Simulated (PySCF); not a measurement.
## Two-component Hartree-Fock for Cs+ (caesium, charge +1)

Start: [Xe]. Calculated with PySCF 2.14 in x2c-TZVPPall-2c (11s11p9d2f1g, 112 functions): generalised Hartree-Fock with the X2C-1e Hamiltonian and a Gaussian nucleus; one run each with spin-orbit coupling (SO) switched off, then screened by Boettger's factors.

| spinor shell | electrons | ε, spin-free (eV) | ε, screened SO (eV) | weight of nominal j (screened SO) | rms radius, screened SO (bohr) |
| --- | --- | --- | --- | --- | --- |
| 1s1/2 | 2 | -36164.6 | -36160.5 | 1.000 | 0.0298 |
| 2s1/2 | 2 | -5781.4 | -5780.1 | 1.000 | 0.121 |
| 2p1/2 | 2 | -5179.6 | -5425.4 | 1.000 | 0.105 |
| 2p3/2 | 4 | -5179.6 | -5069.9 | 1.000 | 0.110 |
| 3s1/2 | 2 | -1250.5 | -1250.1 | 1.000 | 0.318 |
| 3p1/2 | 2 | -1052.3 | -1100.6 | 1.000 | 0.310 |
| 3p3/2 | 4 | -1052.3 | -1030.5 | 1.000 | 0.322 |
| 3d3/2 | 4 | -761.70 | -770.27 | 1.000 | 0.294 |
| 3d5/2 | 6 | -761.70 | -755.62 | 1.000 | 0.298 |
| 4s1/2 | 2 | -258.80 | -258.70 | 1.000 | 0.738 |
| 4p1/2 | 2 | -192.74 | -202.65 | 1.000 | 0.769 |
| 4p3/2 | 4 | -192.74 | -188.23 | 1.000 | 0.796 |
| 4d3/2 | 4 | -93.460 | -94.875 | 1.000 | 0.896 |
| 4d5/2 | 6 | -93.460 | -92.426 | 1.000 | 0.907 |
| 5s1/2 | 2 | -40.554 | -40.539 | 1.000 | 1.88 |
| 5p1/2 | 2 | -23.449 | -24.720 | 1.000 | 2.15 |
| 5p3/2 | 4 | -23.449 | -22.871 | 1.000 | 2.25 |

| quantity | spin-free | screened SO |
| --- | --- | --- |
| E (hartree) | -7781.68093 | -7784.40963 |
| M_J | 0 | 0 |
| ⟨J²⟩ | 0.000 | 0.000 |
| ⟨L²⟩ | 0.000 | 0.034 |
| ⟨S²⟩ | 0.000 | 0.034 |

Breit and QED terms are absent; they matter most for the inner s and p1/2 levels.

Densities and radii are taken from the X2C orbitals without a picture-change correction, which distorts them close to the nucleus.

Without spin-orbit coupling the j labels of p, d and f shells carry no meaning; the spin-free column gives the mean over the occupied spinors of each nl shell.
